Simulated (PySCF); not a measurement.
Deuteron quadrupole couplings in `F/C=P/C1=CCCC1`

C6H8FP.
Geometry (GFN2-xTB, Å), atoms numbered from 1 in this order:
```xyz
16
C6H8FP angstrom
F      4.2731   -0.3944    0.6769
C      2.9574   -0.3150    0.4059
P      1.9091    0.3615    1.5249
C      0.3456    0.1925    0.6416
C     -0.8248    0.4550    1.2287
C     -1.9866    0.2265    0.3185
C     -1.3300    0.0777   -1.0635
C      0.1457   -0.2542   -0.7848
H      2.7350   -0.7366   -0.5651
H     -0.9537    0.7702    2.2498
H     -2.5125   -0.6864    0.6135
H     -2.7065    1.0450    0.3548
H     -1.3943    1.0238   -1.6017
H     -1.8118   -0.6891   -1.6670
H      0.3338   -1.3280   -0.8671
H      0.8129    0.2606   -1.4769
```

Level: PBE0/pcSseg-1 (PySCF, non-relativistic); Q(2H) = 0.00286 b; rigid geometry, the same for H and D, with no vibrational averaging.

**Question.** Rank these positions by the coupling χzz of a deuteron there, largest first.
A. H9 (hydrogen on carbon)
B. H10 (vinylic hydrogen)
C. H11 (methylene hydrogen)
D. H14 (methylene hydrogen)

**Answer.** B (225 kHz), A (215 kHz), D (210 kHz), C (203 kHz).

**Question.** Give the electric field gradient Vzz (the principal value of largest size), its asymmetry and the 2H coupling at each hydrogen.

**Answer.** 
```tsv
atom	bonded to	bond length (Å)	Vzz (au)	η	χzz (kHz)
H9	C2	1.082	0.3195	0.10	215
H10	C5	1.076	0.3355	0.05	225
H11	C6	1.094	0.3023	0.02	203
H12	C6	1.091	0.3078	0.02	207
H13	C7	1.090	0.3065	0.02	206
H14	C7	1.088	0.3121	0.01	210
H15	C8	1.093	0.3026	0.02	203
H16	C8	1.090	0.3066	0.03	206
```

**Question.** How does χzz go with the bond length over the 8 C–H bonds?

**Answer.** A straight-line fit has a slope of -12.1 kHz for each 0.01 Å, with a correlation coefficient of -0.98, over lengths from 1.076 to 1.094 Å. The longer bonds have the smaller couplings here.

**Question.** Give the 2H NMR doublet splittings at H13 for a magnetic field along the z, y and x axes of the gradient: 3χ/2, 3χ(1 + η)/4, 3χ(1 − η)/4.

**Answer.** With |χ| = 206.0 kHz and η = 0.022: 309, 158 and 151 kHz, to first order and without motion.

One conformer (not necessarily the lowest) at the GFN2-xTB geometry, without solvent, vibrations or thermal averaging. GFN2-xTB bond lengths can be off by several hundredths of an ångström, more for odd bonds, and the gradients follow them. A larger basis could move these couplings by a tenth or more.
